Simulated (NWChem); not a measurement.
System meant: SnHF, singlet; SMILES [SnH][F]

NWChem input:

```
start job
memory heap 200 mb stack 900 mb global 1100 mb
geometry units angstroms noautoz
  Sn     0.019398     0.304729     0.000000
  H     -1.763091     0.510438     0.000000
  F     -0.068641    -1.653478     0.000000
end
basis spherical
  * library def2-svp
end
ecp
  Sn library def2-ecp
end
dft
  odft
  mult 2
  xc xpbe96 cpbe96
  iterations 150
  mulliken
end
task dft energy
```

End of the output:

```
 Summary of "ao basis" -> "" (spherical)
 ------------------------------------------------------------------------------
       Tag                 Description            Shells   Functions and Types
 ---------------- ------------------------------  ------  ---------------------
 *                          def2-svp                  on all atoms

 Summary of "ao basis" -> "ao basis" (spherical)
 ------------------------------------------------------------------------------
       Tag                 Description            Shells   Functions and Types
 ---------------- ------------------------------  ------  ---------------------
 Sn                         def2-svp                10       26   4s4p2d
 H                          def2-svp                 3        5   2s1p
 F                          def2-svp                 6       14   3s2p1d

 Summary of "ao basis" -> "ao basis" (spherical)
 ------------------------------------------------------------------------------
       Tag                 Description            Shells   Functions and Types
 ---------------- ------------------------------  ------  ---------------------
 Sn                         def2-svp                10       26   4s4p2d
 H                          def2-svp                 3        5   2s1p
 F                          def2-svp                 6       14   3s2p1d

      Symmetry analysis of basis
      --------------------------

        a'         32
        a"         13

  number of electrons :                   32
  multiplicity        :                    2
 ------------------------------------------------------------------------
  no. of electrons and multiplicity not compatible                  32
 ------------------------------------------------------------------------
 ------------------------------------------------------------------------
  current input line :
    21: task dft energy
 ------------------------------------------------------------------------
 ------------------------------------------------------------------------
 There is an error in the input file
 ------------------------------------------------------------------------
 For more information see the NWChem manual at https://nwchemgit.github.io

0: no. of electrons and multiplicity not compatible:Received an Error in Communication
```

Find the fault in this run and fix the input.

The program refused the input. Cause: the multiplicity doesn't fit the number of electrons (an even count wants an odd multiplicity, and the reverse). This input runs:
```
start job
memory heap 200 mb stack 900 mb global 1100 mb
geometry units angstroms noautoz
  Sn     0.019398     0.304729     0.000000
  H     -1.763091     0.510438     0.000000
  F     -0.068641    -1.653478     0.000000
end
basis spherical
  Sn library def2-svp
  H library def2-svp
  F library def2-svp
end
ecp
  Sn library def2-ecp
end
dft
  xc xpbe96 cpbe96
  iterations 150
  mulliken
end
task dft energy
```
It converges to -314.57023 Ha (PBE/def2-SVP with def2 effective core potentials on Sn).
